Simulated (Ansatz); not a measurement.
CH4BO, SMILES `C[B-]O` (excited triplet; C–B–O–H torsion 0°) (charge -1, multiplicity 3). This triplet is an excited state, 0.84 eV above the relaxed singlet at the level frozen-core CCSD(T)/aug-cc-pVDZ // B3LYP-D3(BJ)/def2-TZVPD (Ansatz, an electronic-structure program).

These are PBE/aug-cc-pVTZ // B3LYP-D3(BJ)/def2-TZVPD in Ansatz values and carry that method's errors.

Ansatz 0.2 input:
```yaml
crystal:
  periodic: [false, false, false]
  atoms:
    - { symbol: C, position_ang: [-0.815323, 0.013196, 0.014479] }
    - { symbol: B, position_ang: [0.546592, -0.746505, 0.171465] }
    - { symbol: O, position_ang: [1.815569, -0.361586, 0.04878] }
    - { symbol: H, position_ang: [-1.425499, -0.489705, -0.74938] }
    - { symbol: H, position_ang: [-1.377089, -0.055493, 0.957192] }
    - { symbol: H, position_ang: [-0.727973, 1.068304, -0.256154] }
    - { symbol: H, position_ang: [1.983724, 0.57179, -0.186381] }
basis:
  gaussian: { orbitals: aug-cc-pVTZ }
hamiltonian:
  xc: pbe
total_charge: -1
magnetization:
  spin_polarized: true
  initial_magnetization: 2
```

Output:

```
Functional definition: PBE
907 factors; their error is unknown
mean field evaluation 1: about -3815.8991 eV, gradient 3.2e1 eV
mean field evaluation 2: about -3805.5420 eV, gradient 5.0e1 eV
mean field evaluation 4: about -3821.0261 eV, gradient 8.8e0 eV
mean field evaluation 8: about -3821.3234 eV, gradient 2.3e-1 eV
mean field evaluation 16: about -3821.3008 eV, gradient 1.3e-3 eV
mean field evaluation 32: about -3820.5077 eV, gradient 1.4e0 eV
mean field evaluation 64: about -3821.1036 eV, gradient 1.0e0 eV
a density is far from that of the atoms, so the factors are made again for it
1356 factors; integrals over basis functions are off by at most 1.0e-3 eV
mean field -3821.30071816 eV, -140.4302112216 hartree, gradient 3.1e-6 eV, S^2 2.002248; 0 other end points of the search recorded, 0 dependent functions left out
reference -3821.30075177 eV, -140.4302124567 hartree; 13, 11 occupied and 217, 219 virtual orbitals, 1356 factors
Total energy: -3821.30075177 eV, -140.4302124567 hartree
```
